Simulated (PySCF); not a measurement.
## Radial density of Mn⁺ (manganese, charge +1)

M06-2X, [Ar] 3d5 4s1, high-spin 7S determinant. Computed with PySCF 2.14 in x2c-SVPall (5s3p3d1f, 36 functions), with scalar relativity by spin-free X2C-1e.

| r (bohr) | 4πr²ρ (e/bohr) | 4πr²(ρα − ρβ) |
| --- | --- | --- |
| 0.000970 | 0.1556 | 0.0001 |
| 0.00163 | 0.4243 | 0.0002 |
| 0.00274 | 1.100 | 0.0005 |
| 0.00461 | 2.653 | 0.0013 |
| 0.00776 | 6.116 | 0.0028 |
| 0.0131 | 12.74 | 0.0057 |
| 0.0220 | 22.43 | 0.0090 |
| 0.0369 | 29.72 | 0.0092 |
| 0.0621 | 26.86 | 0.0040 |
| 0.105 | 23.51 | 0.0244 |
| 0.176 | 32.69 | 0.2151 |
| 0.296 | 23.14 | 1.0062 |
| 0.497 | 11.61 | 3.1465 |
| 0.836 | 14.44 | 4.2636 |
| 1.41 | 4.879 | 2.3634 |
| 2.37 | 0.9024 | 0.8195 |
| 3.98 | 0.2113 | 0.2112 |
| 6.70 | 0.002580 | 0.0026 |

Densities and radii are taken from the X2C orbitals without a picture-change correction, which distorts them close to the nucleus.
